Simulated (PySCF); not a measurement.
**Dipole response of Ho²⁺ (holmium, charge +2)**

[Xe] 4f10 5d1, one real determinant (an excited configuration). Computed with PySCF 2.14 in x2c-TZVPPall with one added diffuse shell each of s, p, d, f type (12s8p8d5f2g, 129 functions), with scalar relativity by spin-free X2C-1e. Coupled (time-dependent) response in atomic units; α is the mean over directions.

```csv
method,mean α (bohr³),"α xx, yy, zz",C₆ (like pair),S(−4)
UHF,13.40,"16.34, 16.36, 7.493",70.89,178.6
```

S(−4) is the Cauchy moment in α(ω) = α(0) + S(−4) ω² + …

Spin-orbit coupling is absent.

α(iu) at UHF:

| u (hartree) | α(iu) (bohr³) |
| --- | --- |
| 0 | 13.40 |
| 0.0500 | 12.98 |
| 0.100 | 12.00 |
| 0.200 | 9.938 |
| 0.300 | 8.438 |
| 0.500 | 6.516 |
| 0.750 | 5.024 |
| 1.00 | 4.016 |
| 1.50 | 2.733 |
| 2.00 | 1.977 |
| 3.00 | 1.181 |
| 5.00 | 0.5849 |

A single London oscillator, α(iu) = α/(1 + u²/ω²), gives C₆ = (3/4) ω α². Matching the computed C₆ needs ω = 4 × 70.89 / (3 × 13.40²) = 0.526 hartree.

For an ion, C₆ is the dispersion term alone; charge-induced terms of lower order in 1/R come first.

The components differ because the open shell of this determinant is not spherical; for a pure term their mean is the scalar polarisability.

⟨L²⟩ = 40.04 against 72 for a pure L term, so this real determinant mixes terms. Spin-orbit coupling, absent here, splits the open shell strongly.
